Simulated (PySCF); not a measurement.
Geometry:
```
atom   x (Å)   y (Å)   z (Å)
  C1  -1.622   0.740  -0.072
  C2  -1.758  -0.652  -0.051
  C3  -0.667  -1.492   0.002
  C4   0.582  -0.886   0.034
  O5   1.798  -1.462   0.088
  N6   2.743  -0.478   0.104
  C7   2.152   0.673   0.062
  C8   0.734   0.515   0.015
  C9  -0.386   1.343  -0.040
 H10  -2.513   1.349  -0.114
 H11  -2.750  -1.078  -0.078
 H12  -0.765  -2.565   0.018
 H13   2.728   1.576   0.066
 H14  -0.277   2.416  -0.056
```

Calculated, not measured (PySCF 2.14.0 with density-fitted response routines): shieldings: GIAO PBE0/pcSseg-1, GFN2-xTB structure. One conformer, relativity neglected, no solvent model.

Shifts are taken against calculated references (same method and geometry level): 13C (σ = 186.93 ppm) against TMS.

Q: Do the 13C shifts follow the atomic charges (in e)? Tabulate both.

A: 
```tsv
atoms	hybridisation	δ (ppm)	σ para (ppm)	Hirshfeld	IAO	Mulliken	ESP-fitted
C4	sp2	170.6	-240	+0.07	+0.19	+0.34	+0.58
C7	sp2	149.6	-207	-0.00	-0.06	+0.23	+0.11
C2	sp2	133.4	-200	-0.04	-0.14	-0.07	+0.01
C8	sp2	129.2	-204	-0.04	-0.08	-0.41	-0.11
C1	sp2	128.3	-195	-0.05	-0.16	-0.09	-0.25
C9	sp2	126.9	-189	-0.04	-0.14	+0.02	-0.20
C3	sp2	115.0	-181	-0.05	-0.18	-0.06	-0.51
```

Correlation coefficients of δ with charge over these carbons: Hirshfeld +0.96, IAO +0.93, Mulliken +0.74, ESP-fitted +0.98; with the paramagnetic shielding -0.96. With so few points these coefficients are fragile. Charge is one influence among several: hybridisation and low-lying excitations act through the paramagnetic term.

Shifts are as computed. Against solution values, carbons near 30 ppm lie about +3 ppm off and those near 130 ppm about +5 ppm. Of 1211 compounds with measured shifts, 218 miss one by over three times the rms of a fit or turn the order of signals round; such compounds aren't used in these exercises.
